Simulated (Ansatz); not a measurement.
Basis-set extrapolation for `O[SiH2]SC[SiH3]` (PBE0-D4/def2-TZVP geometry, frozen core, Ansatz). Multiplicity 1, RHF reference.

```
                       def2-TZVPP    def2-QZVPP
                 HF  -1092.939434  -1092.974733
    MP2 correlation     -0.846240     -0.912384
CCSD(T) correlation     -0.944596       not run
```

Energies in hartree. Use E(X) = E(∞) + A·exp(−7.88·√X) for Hartree–Fock and E(X) = E(∞) + B·X^(−2.97) for correlation, with X = 3 and 4, and add CCSD(T) minus MP2 of the smaller set to the MP2 limit.

Task: What is the CCSD(T) energy at the basis-set limit?

Result: HF limit: -1092.974733 + (-0.035299) × 0.13774 = -1092.97960. MP2 limit: -0.912384 + (-0.066144) × 0.74074 = -0.96138. Higher-order term: -0.944596 − (-0.846240) = -0.09836. Total: -1094.03934 hartree, 407.8 kJ/mol below CCSD(T)/def2-TZVPP.
